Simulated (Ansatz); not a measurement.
`[SiH3]O[SiH2][SiH3]` + `CN[SiH2]Cl` → `CN([SiH3])[SiH2]Cl` + disiloxane at 298.15 K and 1 bar (cleavage of the Si–Si bond).

Isolated molecules relaxed with PBE0-D4/def2-TZVP in Ansatz; ΔE leaves out vibrations. CCSD(T)/CBS is the MP2 limit (def2-TZVPP, def2-QZVPP) plus CCSD(T) − MP2 in def2-TZVPP, frozen cores. Each species was taken in one conformer, which may not be the lowest.

| species | CCSD(T)/CBS energy (Eh) | H − E (kJ/mol) | S (J/(mol·K)) |
| --- | --- | --- | --- |
| `[SiH3]O[SiH2][SiH3]` | -947.28799 | 213.1 | 394.6 |
| `CN[SiH2]Cl` | -845.29269 | 212.4 | 330.2 |
| `CN([SiH3])[SiH2]Cl` | -1135.59245 | 258.2 | 384.3 |
| `[SiH3]O[SiH3]` | -657.01000 | 162.2 | 331.8 |

H − E and S are ideal-gas, rigid-rotor, harmonic terms from PBE0-D4/def2-TZVP, for one conformer and one mirror image of each species. 1 Eh = 2625.50 kJ/mol, R = 8.31446 J/(mol·K).

**Question.** By hand: ΔE, ΔH, ΔS and ΔG.

**Answer.** ΔE = (-1135.59245) + (-657.01000) − (-947.28799) − (-845.29269) = -0.02177 Eh = -57.2 kJ/mol. Δ(H − E) = 258.2 + 162.2 − 213.1 − 212.4 = -5.1, so ΔH = -62.3 kJ/mol. ΔS = 384.3 + 331.8 − 394.6 − 330.2 = -8.7 J/(mol·K). ΔG = -62.3 − 298.15 × (-8.7)/1000 = -59.7 kJ/mol.

**Question.** By hand: the equilibrium constant, and the temperature at which ΔG would vanish if ΔH and ΔS stayed fixed.

**Answer.** log₁₀ K = −ΔG/(RT ln 10) = 10.5. ΔG = 0 at ΔH/ΔS = 7161 K, far beyond where these terms or the molecules hold.

The number of gas molecules stays the same, so ΔS is small and ΔH decides. A doubt of 5 kJ/mol in ΔE shifts log₁₀ K by 0.9 here. Other conformers and mirror images would add mixing entropy, several J/(mol·K) or more a flexible species. Modes under 60 cm⁻¹, often nearly free rotors, make the harmonic entropy too high. These are equilibria of isolated gas molecules and say nothing of rates. Largest T1 diagnostic: 0.012 (customary marks: 0.02 for closed shells, 0.045 for open ones).
